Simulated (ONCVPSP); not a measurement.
Ranking ONCV potentials for Bi (Z = 83)

All share these settings but for the change named:

| Property | Result |
| --- | --- |
| Element | Bi (Z = 83) |
| Generator | ONCVPSP 4.0.1 |
| Type | optimised norm-conserving Vanderbilt (ONCV) |
| Functional | PBEsol |
| Relativity | fully relativistic |
| Frozen core | [Kr] 4d10 4f14 |
| Valence charge | 23 |
| Reference configuration | 5s2 5p6 5d10 6s2 6p3 |
| Partial waves | 5s+6s: rc 1.20 bohr, ncon 4, nbas 7, qcut 8.3 1/bohr, 2 projectors; 5p+6p: rc 1.50 bohr, ncon 4, nbas 8, qcut 8.3 1/bohr, 2 projectors; 5d: rc 1.20 bohr, ncon 4, nbas 7, qcut 7.1 1/bohr, 2 projectors, debl 1.8 Ha |
| Local potential | polynomial inside 1.20 bohr (lpopt 1, dvloc0 0 Ha) |
| Core correction | Teter function fitted to the true core (icmod 2), fcfact 0.5 |

Open shells are filled in proportion to 2j + 1.

Test errors are all-electron minus pseudo excitation energies from the reference, over 5s2 5p6 5d10 6s2 6p2; 5s2 5p6 5d10 6s2 6p1; 5s2 5p6 5d10 6s2 6p0; 5s1 5p6 5d10 6s2 6p3. None of these files shows a bound ghost.

The base gives 143.4 meV.

Of 8 variants that were run, those that failed, showed a ghost or another fault, or gave nearly equal values are left out.

A variant can come out equal or close to the base, since the largest error may sit in a test that the change hardly touches while other tests move.

Task: Rank these variants by their largest absolute test error, smallest first.
A. p: rc 1.02; local potential polynomial inside 1.02 bohr (lpopt 1, dvloc0 0 Ha)
B. p: rc 1.4
C. p: rc 1.88

Result: C (128.4 meV), B (151.3 meV), A (187.2 meV).
